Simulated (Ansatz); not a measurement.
`[CH3][InH][O]C(C)C` at its PBE0-D4/def2-TZVP geometry, where that method's forces vanish. The species carries charge 0 and has multiplicity 1. In takes the def2 core potential.

```
atom    x (Å)    y (Å)    z (Å)
  C1   1.0003   3.0212   1.3395
 In2  -0.2885   1.3887   0.8653
  O3   0.7767   0.0830  -0.2125
  C4   0.3218  -1.1354  -0.7353
  C5  -0.7951  -0.9305  -1.7465
  C6  -0.0950  -2.0983   0.3653
  H7   0.5978   3.9554   0.9449
  H8   1.1054   3.1248   2.4205
  H9   1.9772   2.8301   0.8963
 H10  -1.9258   0.9891   1.1901
 H11   1.1766  -1.5826  -1.2660
 H12  -0.4767  -0.2312  -2.5228
 H13  -1.0802  -1.8710  -2.2259
 H14  -1.6861  -0.5233  -1.2553
 H15  -0.3547  -3.0809  -0.0381
 H16   0.7186  -2.2250   1.0828
 H17  -0.9723  -1.7141   0.8978
```

(1) For each bond, give half the difference of the two atoms' forces along it (eV/Å; positive pushes the atoms apart) under PBE-D4, r2SCAN-D4, B3LYP-D4, ωB97M-V in def2-TZVPP. (Estimate.)

Results:

(1) Computed: 
```tsv
bond	length (Å)	PBE-D4	r2SCAN-D4	B3LYP-D4	ωB97M-V
C1–In2	2.133	0.02	0.06	0.19	0.01
C1–H7	1.091	0.10	-0.02	-0.08	-0.05
C1–H8	1.091	0.10	-0.02	-0.08	-0.05
C1–H9	1.090	0.08	-0.04	-0.09	-0.04
In2–O3	2.000	0.25	0.03	0.12	-0.07
In2–H10	1.716	-0.05	-0.09	-0.09	-0.08
O3–C4	1.402	0.32	0.27	0.21	0.23
C4–C5	1.521	-0.03	0.04	0.13	0.10
C4–C6	1.521	-0.03	0.04	0.13	0.10
C4–H11	1.101	0.12	-0.06	-0.18	-0.20
C5–H12	1.092	0.09	-0.04	-0.07	-0.07
C5–H14	1.096	0.10	-0.03	-0.07	-0.06
C6–H15	1.094	0.09	-0.03	-0.07	-0.07
C6–H17	1.096	0.10	-0.03	-0.07	-0.06
```

B3LYP here is the variant with VWN-RPA as its local correlation; programs differ in this.
